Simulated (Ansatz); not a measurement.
The same path of a periodic cell of 17 atoms, CuSi₁₆ (host Si, host structure diamond, interstitial Cu), cell charge +1 was run twice with different band settings. Lost on the way: Si1–Cu17, Si6–Cu17. Made: Si2–Cu17, Si9–Cu17.

Method: DFT PBE, scalar-relativistic, plane waves, PAW (Ansatz 0.2.0). Settings: PAW set soft_1, cutoff 420 eV, k mesh 2x2x2, gaussian smearing 0.05 eV, no spin polarisation.

Relaxed end points:

```xyz
17
Lattice="0.0000 5.4300 5.4300 5.4300 0.0000 5.4300 5.4300 5.4300 0.0000" Properties=species:S:1:pos:R:3
Si -0.004 -0.047 0.047
Si 1.300 1.415 1.325
Si 2.763 2.714 0.045
Si 4.214 3.931 1.499
Si 2.669 0.042 2.652
Si 4.012 1.351 4.080
Si 5.552 2.581 2.848
Si 6.789 4.122 4.070
Si -0.052 2.770 2.659
Si 1.298 4.106 4.012
Si 2.763 5.385 2.714
Si 4.046 6.847 4.012
Si 2.668 2.780 5.386
Si 4.027 4.124 6.736
Si 5.374 5.477 5.383
Si 6.790 6.790 6.737
Cu 8.283 5.268 5.589
```

```xyz
17
Lattice="0.0000 5.4300 5.4300 5.4300 0.0000 5.4300 5.4300 5.4300 0.0000" Properties=species:S:1:pos:R:3
Si -0.060 0.057 0.037
Si 1.399 1.361 1.318
Si 2.854 2.573 -0.141
Si 4.062 4.030 1.316
Si 2.683 0.061 2.777
Si 4.024 1.411 4.125
Si 5.371 2.752 2.772
Si 6.829 4.032 4.077
Si -0.005 2.770 2.721
Si 1.309 4.115 4.142
Si 2.648 5.428 2.714
Si 4.193 6.655 3.942
Si 2.672 2.762 5.477
Si 4.007 4.119 6.836
Si 5.426 5.435 5.487
Si 6.740 6.857 6.830
Cu 6.928 3.909 6.629
```

Common settings: climbing image yes; spring 5.0 eV/Å²; force threshold 0.05 eV/Å; end points relaxed.

| run | movable images | optimiser | start path | iteration limit | largest step |
| --- | --- | --- | --- | --- | --- |
| 1 | 5 | lbfgs | IDPP | 34 | default |
| 2 | 3 | fire | default | 50 | 1.0 Å |

(1) What does each run give, and how far can it be trusted?

Results:

(1) Run 1: converged after 18 iterations, highest image 0.042 eV above the first end. By the program's own check the climbing image is of a kind that is not told: the force calls were inconclusive, a negative curvature could not be distinguished from the path's own, the only one lies far off the path, or fixed occupations may fill a level only in part (lowest curvatures found: -0.54 and 0.82 eV/Å²).
Run 2: converged after 29 iterations, highest image 0.043 eV above the first end. The order of the stationary point at the top wasn't checked.
Limits of this set-up: charged cell in a uniform background, uncorrected.
